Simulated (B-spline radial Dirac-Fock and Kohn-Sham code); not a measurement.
# f′ and f″ of K, 5.73 keV to 67.94 keV

Calculated with a radial atomic solver, using the dispersion relation over Dirac-Hartree-Slater subshell photoionisation cross sections, with the Kissel-Pratt high-energy constant (isolated atom, no bound-bound lines or fine structure). The forward scattering factor is f₀ + f′ + i f″.

Input of the calculation (task.json; shells as n, l, electrons):

```json
{"items": [{
  "Z": 19,
  "q": 0,
  "cfg": [[1, 0, 2], [2, 0, 2], [2, 1, 6], [3, 0, 2], [3, 1, 6], [4, 0, 1]],
  "A": 39,
  "rrms": 3.4349,
  "do": "dispersion",
  "hv": [611.0, 795.6, 1000.0, 1253.6, 1485.0, 1486.9, 1569.0, 2000.0, 2675.0, 2936.0, 2984.4, 3162.0, 4000.0, 4510.9, 5113.0, 5414.7, 5730.0, 5823.0, 6000.0, 6403.9, 6930.3, 6955.0, 7436.0, 7780.0, 8047.8, 9251.7, 10850.0, 11410.0, 12000.0, 14530.0, 15000.0, 17479.3, 18330.0, 22162.9, 24110.0, 24209.8, 25070.0, 27890.0, 30000.0, 40000.0, 42710.0, 53900.0, 54480.0, 67940.0],
  "edges": {"K": 3608.4, "L1": 378.6, "L2": 297.3, "L3": 294.6}
}]}
```

Launch: `python xray2_run.py task.json out`

No edge lies in or near this range.

```tsv
hν (eV)	λ (Å)	f′ (e)	f″ (e)	tabulated f′	tabulated f″
5730	2.164	0.188	1.949	0.18	1.91
5823	2.129	0.210	1.897	0.20	1.86
6000	2.066	0.248	1.804	0.24	1.76
6403.9	1.936	0.310	1.615	0.30	1.58
6930.3	1.789	0.357	1.410	0.34	1.38
6955	1.783	0.359	1.401	0.35	1.37
7436	1.667	0.381	1.247	0.37	1.22
7780	1.594	0.389	1.152	0.38	1.13
8047.8	1.541	0.392	1.085	0.38	1.06
9251.7	1.340	0.383	0.844	0.37	0.83
10850	1.143	0.348	0.630	0.34	0.61
11410	1.087	0.334	0.574	0.33	0.56
12000	1.033	0.319	0.523	0.31	0.51
14530	0.8533	0.260	0.364	0.25	0.35
15000	0.8266	0.250	0.342	0.24	0.33
17479.3	0.7093	0.205	0.254	0.20	0.25
18330	0.6764	0.192	0.232	0.19	0.23
22162.9	0.5594	0.144	0.159	0.14	0.16
24110	0.5142	0.125	0.134	0.12	0.13
24209.8	0.5121	0.124	0.133	0.12	0.13
25070	0.4946	0.117	0.124	0.11	0.12
27890	0.4445	0.096	0.100	0.09	0.10
30000	0.4133	0.083	0.086	0.08	0.08
40000	0.3100	0.043	0.048	0.04	0.05
42710	0.2903	0.036	0.041	0.03	0.04
53900	0.2300	0.015	0.025	0.01	0.02
54480	0.2276	0.014	0.025	0.01	0.02
67940	0.1825	?	?	?	?
```

Q: What are f′ and f″ at 67940 eV?

A: f′ = 0.001 and f″ = 0.016 electrons (tables: 0.00 and 0.02). By the optical theorem f″ corresponds to a photoabsorption cross section 2 rₑ λ f″ = 16.0 b.

Tabulated f′: xraylib 4.2 anomalous scattering factors (Cullen et al., EPDL97); f″: Chantler's tables (J. Phys. Chem. Ref. Data 1995 and 2000). Both are theoretical tables.
